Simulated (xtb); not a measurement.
xtb input (GFN2-xTB):

```bash
xtb mol.xyz --gfn 2 --sp --chrg 0 --uhf 0
```
mol.xyz:
```
2

Cd    -0.00000000    -0.00000000    -0.56714241
S      0.00000000     0.00000000     1.70142723
```

Output:

```
           -------------------------------------------------
          |                Calculation Setup                |
           -------------------------------------------------

           -------------------------------------------------
          |                 G F N 2 - x T B                 |
           -------------------------------------------------

        Reference                      10.1021/acs.jctc.8b01176
      * Hamiltonian:
        H0-scaling (s, p, d)           1.850000    2.230000    2.230000
        zeta-weighting                 0.500000
      * Dispersion:
        s8                             2.700000
        a1                             0.520000
        a2                             5.000000
        s9                             5.000000
      * Repulsion:
        kExp                           1.500000    1.000000
        rExp                           1.000000
      * Coulomb:
        alpha                          2.000000
        third order                    shell-resolved
        anisotropic                    true
        a3                             3.000000
        a5                             4.000000
        cn-shift                       1.200000
        cn-exp                         4.000000
        max-rad                        5.000000

          ...................................................
          :                      SETUP                      :
          :.................................................:
          :  # basis functions                  14          :
          :  # atomic orbitals                  13          :
          :  # shells                            5          :
          :  # electrons                         8          :
          :  max. iterations                   250          :
          :  Hamiltonian                  GFN2-xTB          :
          :  restarted?                      false          :
          :  GBSA solvation                  false          :
          :  PC potential                    false          :
          :  electronic temp.          300.0000000     K    :
          :  accuracy                    1.0000000          :
          :  -> integral cutoff          0.2500000E+02      :
          :  -> integral neglect         0.1000000E-07      :
          :  -> SCF convergence          0.1000000E-05 Eh   :
          :  -> wf. convergence          0.1000000E-03 e    :
          :  Broyden damping             0.4000000          :
          :  net charge                          0          :
          :  unpaired electrons                  0          :
          ...................................................

 iter      E             dE          RMSdq      gap      omega  full diag
   1     -3.7701496 -0.377015E+01  0.290E+01    2.25       0.0  T
   2     -3.7688578  0.129180E-02  0.215E+01    1.28       1.0  T
   3     -3.4943590  0.274499E+00  0.151E+01    2.82       1.0  T
   4     -3.8102682 -0.315909E+00  0.195E+00    1.11       1.0  T
   5     -3.8109847 -0.716476E-03  0.106E+00    1.15       1.0  T
   6     -3.8109978 -0.130917E-04  0.240E-01    1.18       1.0  T
   7     -3.8109990 -0.123379E-05  0.153E-01    1.19       1.0  T
   8     -3.8109990 -0.294251E-07  0.150E-02    1.18       4.7  T
   9     -3.8109992 -0.201719E-06  0.630E-03    1.18      11.2  T
  10     -3.8109993 -0.284175E-07  0.336E-03    1.18      21.0  T
  11     -3.8109993 -0.330555E-08  0.145E-03    1.18      48.6  T
  12     -3.8109993 -0.383364E-10  0.350E-05    1.18    2019.9  T
  13     -3.8109993 -0.795364E-12  0.111E-05    1.18    6362.4  T

   *** convergence criteria satisfied after 13 iterations ***

         #    Occupation            Energy/Eh            Energy/eV
      -------------------------------------------------------------
         1        2.0000           -0.6837041             -18.6045
         2        2.0000           -0.4599805             -12.5167
         3        2.0000           -0.3582784              -9.7493
         4        2.0000           -0.3582784              -9.7493 (HOMO)
         5                         -0.3148163              -8.5666 (LUMO)
         6                         -0.0882424              -2.4012
         7                         -0.0882424              -2.4012
         8                          0.0144194               0.3924
         9                          0.0159388               0.4337
       ...                                ...                  ...
        13                          0.3164130               8.6100
      -------------------------------------------------------------
                  HL-Gap            0.0434621 Eh            1.1827 eV
             Fermi-level           -0.3362307 Eh           -9.1493 eV

 SCC (total)                   0 d,  0 h,  0 min,  0.004 sec
 SCC setup                      ...        0 min,  0.000 sec (  4.446%)
 Dispersion                     ...        0 min,  0.000 sec (  1.047%)
 classical contributions        ...        0 min,  0.000 sec (  2.135%)
 integral evaluation            ...        0 min,  0.000 sec ( 11.445%)
 iterations                     ...        0 min,  0.002 sec ( 61.980%)
 molecular gradient             ...        0 min,  0.001 sec ( 14.920%)
 printout                       ...        0 min,  0.000 sec (  3.406%)

         :::::::::::::::::::::::::::::::::::::::::::::::::::::
         ::                     SUMMARY                     ::
         :::::::::::::::::::::::::::::::::::::::::::::::::::::
         :: total energy              -3.803889116865 Eh    ::
         :: gradient norm              0.011165346577 Eh/a0 ::
         :: HOMO-LUMO gap              1.182663623097 eV    ::
         ::.................................................::
         :: SCC energy                -3.810999275645 Eh    ::
         :: -> isotropic ES            0.040077785703 Eh    ::
         :: -> anisotropic ES          0.005507579612 Eh    ::
         :: -> anisotropic XC          0.008802425643 Eh    ::
         :: -> dispersion             -0.001113997524 Eh    ::
         :: repulsion energy           0.007110158780 Eh    ::
         :: add. restraining           0.000000000000 Eh    ::
         :: total charge               0.000000000233 e     ::
         :::::::::::::::::::::::::::::::::::::::::::::::::::::

           -------------------------------------------------
          |                Property Printout                |
           -------------------------------------------------

    * Orbital Energies and Occupations

         #    Occupation            Energy/Eh            Energy/eV
      -------------------------------------------------------------
         1        2.0000           -0.6837041             -18.6045
         2        2.0000           -0.4599805             -12.5167
         3        2.0000           -0.3582784              -9.7493
         4        2.0000           -0.3582784              -9.7493 (HOMO)
         5                         -0.3148163              -8.5666 (LUMO)
         6                         -0.0882424              -2.4012
         7                         -0.0882424              -2.4012
         8                          0.0144194               0.3924
         9                          0.0159388               0.4337
        10                          0.0159388               0.4337
        11                          0.0444210               1.2088
        12                          0.0444210               1.2088
        13                          0.3164130               8.6100
      -------------------------------------------------------------
                  HL-Gap            0.0434621 Eh            1.1827 eV
             Fermi-level           -0.3362307 Eh           -9.1493 eV
Note: The following floating-point exceptions are signalling: IEEE_DENORMAL
normal termination of xtb

     #   Z          covCN         q      C6AA      α(0)
     1  48 Cd       0.851     0.355   357.043    42.611
     2  16 S        0.851    -0.355   154.492    21.024

 Mol. C6AA /au·bohr⁶  :        968.665242
 Mol. C8AA /au·bohr⁸  :      71893.664229
 Mol. α(0) /au        :         63.634340

Wiberg/Mayer (AO) data.
largest (>0.10) Wiberg bond orders for each atom

 ---------------------------------------------------------------------------
     #   Z sym  total        # sym  WBO       # sym  WBO       # sym  WBO
 ---------------------------------------------------------------------------
     1  48 Cd   1.629 --     2 S    1.629
     2  16 S    1.629 --     1 Cd   1.629
 ---------------------------------------------------------------------------

Topologies differ in total number of bonds
Writing topology from bond orders to xtbtopo.mol

molecular dipole:
                 x           y           z       tot (Debye)
 q only:        0.000       0.000      -1.523
   full:        0.000      -0.000      -2.490       6.329
molecular quadrupole (traceless):
                xx          xy          yy          xz          yz          zz
 q only:        1.632       0.000       1.632       0.000       0.000      -3.265
  q+dip:        1.457       0.000       1.457       0.000      -0.000      -2.914
   full:        2.348      -0.000       2.348       0.000      -0.000      -4.696

           -------------------------------------------------
          | TOTAL ENERGY               -3.803889116865 Eh   |
          | GRADIENT NORM               0.011165346577 Eh/α |
          | HOMO-LUMO GAP               1.182663623097 eV   |
           -------------------------------------------------

------------------------------------------------------------------------
------------------------------------------------------------------------
 total:
 SCF:
```
